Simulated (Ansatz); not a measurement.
`B[CH2][AlH][CH3]` + H₂O → `[CH3][AlH][OH]` + `BC` at 500 K and 1 bar (formal hydrolysis of the Al–C bond).

Program: Ansatz. Geometries: PBE0-D4/def2-TZVP. ΔE: electronic, gas phase. CCSD(T)/CBS adds triple-zeta CCSD(T) − MP2 to the extrapolated MP2 energy (def2 sets, frozen cores). This one scheme is used for every species. Each species was taken in one conformer, which may not be the lowest.

```json
{"species": "`B[CH2][AlH][CH3]`", "CCSD(T)/CBS energy (Eh)": "-347.72427", "H − E (kJ/mol)": "284.2", "S (J/(mol·K))": "430.0"}
{"species": "H₂O", "CCSD(T)/CBS energy (Eh)": "-76.37941", "H − E (kJ/mol)": "73.2", "S (J/(mol·K))": "206.3"}
{"species": "`[CH3][AlH][OH]`", "CCSD(T)/CBS energy (Eh)": "-358.31021", "H − E (kJ/mol)": "183.4", "S (J/(mol·K))": "355.5"}
{"species": "`BC`", "CCSD(T)/CBS energy (Eh)": "-65.83255", "H − E (kJ/mol)": "172.2", "S (J/(mol·K))": "281.8"}
```

H − E and S are ideal-gas, rigid-rotor, harmonic terms from PBE0-D4/def2-TZVP, for one conformer and one mirror image of each species. 1 Eh = 2625.50 kJ/mol, R = 8.31446 J/(mol·K).

Task: By hand: ΔE, ΔH, ΔS and ΔG.

Result: ΔE = (-358.31021) + (-65.83255) − (-347.72427) − (-76.37941) = -0.03908 Eh = -102.6 kJ/mol. Δ(H − E) = 183.4 + 172.2 − 284.2 − 73.2 = -1.8, so ΔH = -104.4 kJ/mol. ΔS = 355.5 + 281.8 − 430.0 − 206.3 = 1.0 J/(mol·K). ΔG = -104.4 − 500 × (1.0)/1000 = -104.9 kJ/mol.

Task: By hand: the equilibrium constant, and the temperature at which ΔG would vanish if ΔH and ΔS stayed fixed.

Result: log₁₀ K = −ΔG/(RT ln 10) = 11.0. ΔH and −TΔS have one sign here, so there is no such temperature.

The number of gas molecules stays the same, so ΔS is small and ΔH decides. A doubt of 5 kJ/mol in ΔE shifts log₁₀ K by 0.5 here. Other conformers and mirror images would add mixing entropy, several J/(mol·K) or more a flexible species. Modes under 60 cm⁻¹, often nearly free rotors, make the harmonic entropy too high. These are equilibria of isolated gas molecules and say nothing of rates. Largest T1 diagnostic: 0.011 (customary marks: 0.02 for closed shells, 0.045 for open ones).

ΔS is within the doubt of such terms, so its sign, and with it that verdict, could turn.
